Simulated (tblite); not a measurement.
Run record: tight-binding relaxation, `C(c1coc(B(C)Br)c1)=O`.

Computed with GFN2-xTB geometry optimisation, gas phase (tblite 0.8.0). Start geometry: from a force field or distance geometry. A driver script takes a list of jobs; this job's settings line and coordinates (Å) are shown.

Command:
```bash
OMP_NUM_THREADS=1 python probes_run.py task.json out
```

Input:
```
{"job": {"kind": "relax", "xc": "GFN2-xTB", "basis": "xTB"}, "charge": 0, "multiplicity": 1}
C      2.902000    -0.535000     0.169200
B      1.897100     0.453600    -0.596200
Br     2.446000     2.285400    -1.127200
C      0.380900     0.147600    -0.442600
C     -0.542600     0.712600     0.422900
C     -1.734400     0.067800     0.130100
C     -3.042500     0.282300     0.735300
O     -4.010800    -0.413900     0.344200
C     -1.494900    -0.867400    -0.862300
O     -0.228900    -0.780500    -1.160000
H      2.868500    -0.216500     1.242600
H      2.447600    -1.553700     0.038600
H      3.906100    -0.530100    -0.238100
H     -0.389300     1.481400     1.131100
H     -3.215800     1.023600     1.523300
H     -2.196700    -1.548200    -1.322200
```

Problem. Estimate the output.

Solution. 
```
step      E/eV     max force
  0    -798.15226    3.540
  1    -798.38860    3.986
  2    -798.52748    1.036
  3    -798.59395    0.801
  4    -798.62644    0.564
  5    -798.63754    0.355
  6    -798.65162    0.265
  7    -798.65819    0.267
  8    -798.66730    0.280
  9    -798.67344    0.228
... (68 lines left out)
 78    -799.00233    0.027
 79    -799.00244    0.027
 80    -799.00252    0.025
 81    -799.00261    0.025
 82    -799.00273    0.032
 83    -799.00284    0.033
 84    -799.00291    0.025
 85    -799.00296    0.012
 86    -799.00299    0.011
 87    -799.00301    0.009
```

«max force» is the largest atomic force in eV/Å.

Problem. From which step on does the largest force stay under 0.1 eV/Å, and how much energy is left to gain from there?

Solution. From step 63 (0.099 eV/Å), 7.6 meV above the end.

Main results: energy lowered by 19.6 kcal/mol over 87 steps; largest atomic force 0.009 eV/Å at the end.

Problem. Where do the atoms end?

Solution. 0.812 Å rms from the input after alignment:
```
atom  x, y, z in Å
C1     2.9819   -0.5903   -0.3194
B2     1.8803    0.4787    0.0167
Br3    2.3719    2.2299    0.4953
C4     0.3820    0.1477   -0.0002
C5    -0.7266    0.9162    0.2913
C6    -1.8644    0.0918    0.1181
C7    -3.2622    0.4523    0.3081
O8    -4.1945   -0.2972    0.1724
C9    -1.3623   -1.1349   -0.2716
O10   -0.0464   -1.1086   -0.3448
H11    3.5089   -0.8862    0.5908
H12    2.5750   -1.4969   -0.7610
H13    3.7499   -0.1997   -0.9879
H14   -0.7237    1.9446    0.5944
H15   -3.4071    1.5107    0.5987
H16   -1.8703   -2.0493   -0.5122
```

Hardware: an AMD EPYC with one thread (shared host). Cost: 2.2 s of wall time.
Labels such as C1 count atoms from 1, the log's own numbers from 0.
